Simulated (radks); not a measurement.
The numbers below are computed, except where a source is named.
All-electron atom: Au24+ in [Kr] 4d10 4f9 (the NIST ground configuration).

Code: a radial shooting solver on a logarithmic mesh with Libxc functionals. Model: scalar-relativistic Kohn-Sham, PBE, spin-unpolarised, spherical densities, point nucleus.

Energy parts (eV):
total: -510547.68
kinetic: 572146.03
electron-nucleus: -1231126.84
Hartree: 157548.95
exchange-correlation: -9115.82

Orbitals (lengths in bohr, moments of r in powers of bohr; r(max) is where P^2 peaks; r(90%) holds 90 % of the orbital's charge):
[
 {"orbital": "1s", "occ.": "2", "eigenvalue (eV)": "-81499.39", "<1/r>": "95.83", "<r^4>": "4.241e-07", "r(max)": "0.01041", "r(90%)": "0.0308"},
 {"orbital": "2s", "occ.": "2", "eigenvalue (eV)": "-14961.02", "<1/r>": "22.47", "<r^4>": "0.00006217", "r(max)": "0.06015", "r(90%)": "0.110"},
 {"orbital": "2p", "occ.": "6", "eigenvalue (eV)": "-13027.77", "<1/r>": "19.97", "<r^4>": "0.00005050", "r(max)": "0.04981", "r(90%)": "0.105"},
 {"orbital": "3s", "occ.": "2", "eigenvalue (eV)": "-4065.765", "<1/r>": "8.339", "<r^4>": "0.002233", "r(max)": "0.1695", "r(90%)": "0.269"},
 {"orbital": "3p", "occ.": "6", "eigenvalue (eV)": "-3504.786", "<1/r>": "7.606", "<r^4>": "0.002450", "r(max)": "0.1689", "r(90%)": "0.276"},
 {"orbital": "3d", "occ.": "10", "eigenvalue (eV)": "-2907.630", "<1/r>": "7.157", "<r^4>": "0.001876", "r(max)": "0.1375", "r(90%)": "0.259"},
 {"orbital": "4s", "occ.": "2", "eigenvalue (eV)": "-1397.172", "<1/r>": "3.659", "<r^4>": "0.04534", "r(max)": "0.3787", "r(90%)": "0.568"},
 {"orbital": "4p", "occ.": "6", "eigenvalue (eV)": "-1207.877", "<1/r>": "3.333", "<r^4>": "0.05778", "r(max)": "0.3968", "r(90%)": "0.605"},
 {"orbital": "4d", "occ.": "10", "eigenvalue (eV)": "-982.5735", "<1/r>": "3.041", "<r^4>": "0.07078", "r(max)": "0.4002", "r(90%)": "0.640"},
 {"orbital": "4f", "occ.": "9", "eigenvalue (eV)": "-734.7448", "<1/r>": "2.740", "<r^4>": "0.07948", "r(max)": "0.3532", "r(90%)": "0.663"}
]

The highest occupied level is 4f at -734.74 eV. For comparison, the ionisation energy in NIST's Atomic Spectra Database is 760 eV (theoretical). In exact Kohn-Sham theory the highest level is minus the ionisation energy, but local and semilocal functionals leave it too shallow, through self-interaction and a potential that decays too fast; potentials with the right tail come closer. Summed over all electrons, <r^2> = 6.344 bohr^2, which gives a Langevin (diamagnetic) susceptibility term of -5.02 x 10^-6 cm^3/mol.

Beside tabulated values, note that spin-unpolarised runs miss the spin-polarisation part of the exchange energy of open shells.
